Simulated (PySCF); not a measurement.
C2H6BClS, SMILES CSB(C)Cl.

The structure is a stationary point at PBE0-D3(BJ)/def2-SVP. The structure was generated by enumeration, and PubChem lists no compound with its InChIKey, so it may never have been made. One conformer was computed; it need not be the lowest.

These are PBE/def2-TZVP in PySCF values and carry that method's errors.

Symmetry labels are those of the subgroup Cs that the program uses (full group Cs).

List the valence orbital energies around the gap with their symmetry. (An estimate is asked for; the answer gives what the named calculation found.)


```json
[
 {"orbital": "HOMO−7", "symmetry": "A'", "energy (eV)": "-10.03"},
 {"orbital": "HOMO−6", "symmetry": "A\"", "energy (eV)": "-9.98"},
 {"orbital": "HOMO−5", "symmetry": "A'", "energy (eV)": "-9.69"},
 {"orbital": "HOMO−4", "symmetry": "A'", "energy (eV)": "-8.85"},
 {"orbital": "HOMO−3", "symmetry": "A\"", "energy (eV)": "-8.23"},
 {"orbital": "HOMO−2", "symmetry": "A'", "energy (eV)": "-7.80"},
 {"orbital": "HOMO−1", "symmetry": "A'", "energy (eV)": "-7.00"},
 {"orbital": "HOMO", "symmetry": "A\"", "energy (eV)": "-6.29"},
 {"orbital": "LUMO", "symmetry": "A\"", "energy (eV)": "-1.62"},
 {"orbital": "LUMO+1", "symmetry": "A'", "energy (eV)": "-0.39"},
 {"orbital": "LUMO+2", "symmetry": "A'", "energy (eV)": "0.22"},
 {"orbital": "LUMO+3", "symmetry": "A'", "energy (eV)": "1.24"}
]
```
